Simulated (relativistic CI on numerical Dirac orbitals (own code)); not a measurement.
## Slater and spin-orbit integrals, Re XL

Computed by Dirac-Coulomb-Breit CI, separate exchange-only KLI orbitals for each configuration, QED by a radiative potential, unscaled Slater integrals (own radial code, finite nucleus).

Slater integrals F^k, G^k are unscaled and averaged over j, outside the closed core [Ar] 3d10; ζ comes from projecting the Hamiltonian with its Breit term on Σ l·s of the shell.

- 4s2 4p5 4d: ζ(4p) = 532070, F^2(4p,4d) = 246700, G^1(4p,4d) = 304930, G^3(4p,4d) = 195820, ζ(4d) = 67116 cm⁻¹; <r>(4p) = 0.4071, <r^2>(4p) = 0.1877, <r>(4d) = 0.4063, <r^2>(4d) = 0.1887 (bohr units).
- 4s 4p6 4d: G^2(4s,4d) = 242590, ζ(4d) = 67455 cm⁻¹; <r>(4s) = 0.3963, <r^2>(4s) = 0.1766, <r>(4d) = 0.4064, <r^2>(4d) = 0.1888 (bohr units).
- 4s2 4p5 4f: ζ(4p) = 530590, F^2(4p,4f) = 251110, G^2(4p,4f) = 194680, G^4(4p,4f) = 144420, ζ(4f) = 11821 cm⁻¹; <r>(4p) = 0.4074, <r^2>(4p) = 0.1879, <r>(4f) = 0.378, <r^2>(4f) = 0.1613 (bohr units).

Averages of the first 10 configurations, taken without configuration mixing, which lowers the lowest level and can move excited configurations by several eV; other configurations of the list can lie among them:

```
Configuration  Parity  States  Average energy above the lowest level (eV)
      4s2 4p6    even       1                                         0.3
   4s2 4p5 4d     odd      60                                       207.4
    4s 4p6 4d    even      20                                       389.2
   4s2 4p5 4f    even      84                                       411.8
    4s 4p6 4f     odd      28                                       594.0
    4p6 4d 4f     odd     140                                       985.3
   4s2 4p5 5s     odd      12                                       734.6
      4p6 4d2    even      45                                       782.7
      4p5 4d3     odd     720                                       986.5
   4p5 4d2 4f    even    3780                                      1186.5
```
